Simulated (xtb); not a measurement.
C6H12, charge +1, doublet, at a GFN2-xTB geometry (a state made from the parent by changing its charge; the spin is typed, not shown lowest); GFN2-xTB (xtb).

Here is a job for xtb.
```
$ xtb mol.xyz --gfn 2 --chrg 1 --uhf 1 --etemp 3000 --json

# file mol.xyz
18

C     -0.67842356     1.14566580    -0.71500841
C      0.72752875     1.22303846    -0.09487871
C      1.41426761    -0.10742425    -0.14976745
C      0.67842356    -1.14566580     0.71500841
C     -0.72752875    -1.22303846     0.09487871
C     -1.41426761     0.10742425     0.14976745
H     -0.62464672     0.81515136    -1.75139328
H     -1.17730116     2.11212942    -0.67533345
H      1.26233163     1.96163156    -0.70888014
H      0.67697377     1.60144391     0.92725319
H      1.51121961    -0.46166252    -1.17719904
H      2.42054828    -0.04330111     0.28820410
H      1.17730116    -2.11212942     0.67533345
H      0.62464672    -0.81515136     1.75139328
H     -1.26233163    -1.96163156     0.70888014
H     -0.67697377    -1.60144391    -0.92725319
H     -1.51121961     0.46166252     1.17719904
H     -2.42054828     0.04330111    -0.28820410
```

Question: Write the output that xtb gives for this input, abridged.

Answer: 
```
   ID    Z sym.   atoms
    1    6 C      1-6
    2    1 H      7-18

           -------------------------------------------------
          |                Calculation Setup                |
           -------------------------------------------------

           -------------------------------------------------
          |                 G F N 2 - x T B                 |
           -------------------------------------------------

          ...................................................
          :                      SETUP                      :
          :.................................................:
          :  # basis functions                  36          :
          :  # atomic orbitals                  36          :
          :  # shells                           24          :
          :  # electrons                        35          :
          :  max. iterations                   250          :
          :  Hamiltonian                  GFN2-xTB          :
          :  restarted?                      false          :
          :  GBSA solvation                  false          :
          :  PC potential                    false          :
          :  electronic temp.         3000.0000000     K    :
          :  accuracy                    1.0000000          :
          :  -> integral cutoff          0.2500000E+02      :
          :  -> integral neglect         0.1000000E-07      :
          :  -> SCF convergence          0.1000000E-05 Eh   :
          :  -> wf. convergence          0.1000000E-03 e    :
          :  Broyden damping             0.4000000          :
          :  net charge                          1          :
          :  unpaired electrons                  1          :
          ...................................................

 iter      E             dE          RMSdq      gap      omega  full diag
   1    -18.7472571 -0.187473E+02  0.254E+00   12.54       0.0  T
   2    -18.7747098 -0.274528E-01  0.146E+00   12.43       1.0  T
   3    -18.7752420 -0.532126E-03  0.572E-01   12.41       1.0  T
   4    -18.7753237 -0.817624E-04  0.850E-02   12.40       1.0  T
   5    -18.7753228  0.939483E-06  0.250E-02   12.40       1.0  T
   6    -18.7753273 -0.446479E-05  0.576E-03   12.40       4.1  T
   7    -18.7753274 -0.112473E-06  0.572E-04   12.40      41.2  T
   8    -18.7753274 -0.113375E-08  0.220E-04   12.40     107.1  T

   *** convergence criteria satisfied after 8 iterations ***

[...]
         :: total energy             -18.494077557475 Eh    ::
[...]

 ---------------------------------------------------------------------------
     #   Z sym  total        # sym  WBO       # sym  WBO       # sym  WBO
 ---------------------------------------------------------------------------
     1   6 C    3.854 --     2 C    0.950     6 C    0.950     7 H    0.948
                             8 H    0.934
     2   6 C    3.869 --     3 C    1.025     1 C    0.950    10 H    0.943
                             9 H    0.885
     3   6 C    3.869 --     2 C    1.025     4 C    0.950    11 H    0.943
                            12 H    0.885
     4   6 C    3.854 --     5 C    0.950     3 C    0.950    14 H    0.948
                            13 H    0.934
     5   6 C    3.869 --     6 C    1.025     4 C    0.950    16 H    0.943
                            15 H    0.885
     6   6 C    3.869 --     5 C    1.025     1 C    0.950    17 H    0.943
                            18 H    0.885
     7   1 H    0.965 --     1 C    0.948
     8   1 H    0.951 --     1 C    0.934
     9   1 H    0.933 --     2 C    0.885
    10   1 H    0.962 --     2 C    0.943
    11   1 H    0.962 --     3 C    0.943
    12   1 H    0.933 --     3 C    0.885
    13   1 H    0.951 --     4 C    0.934
    14   1 H    0.965 --     4 C    0.948
    15   1 H    0.933 --     5 C    0.885
    16   1 H    0.962 --     5 C    0.943
    17   1 H    0.962 --     6 C    0.943
    18   1 H    0.933 --     6 C    0.885
 ---------------------------------------------------------------------------

Topologies differ in total number of bonds
Writing topology from bond orders to xtbtopo.mol

molecular dipole:
                 x           y           z       tot (Debye)
 q only:       -0.000      -0.000       0.000
   full:       -0.000      -0.000       0.000       0.000
molecular quadrupole (traceless):
                xx          xy          yy          xz          yz          zz
 q only:        2.576       0.261       1.632       0.464      -2.396      -4.208
  q+dip:        1.439      -0.103       1.158       0.442      -1.711      -2.597
   full:        2.217       0.256       1.350       0.424      -2.102      -3.567

           -------------------------------------------------
          | TOTAL ENERGY              -18.494077557475 Eh   |
          | GRADIENT NORM               0.039371717557 Eh/α |
          | HOMO-LUMO GAP              12.400914480151 eV   |
           -------------------------------------------------

normal termination of xtb
```
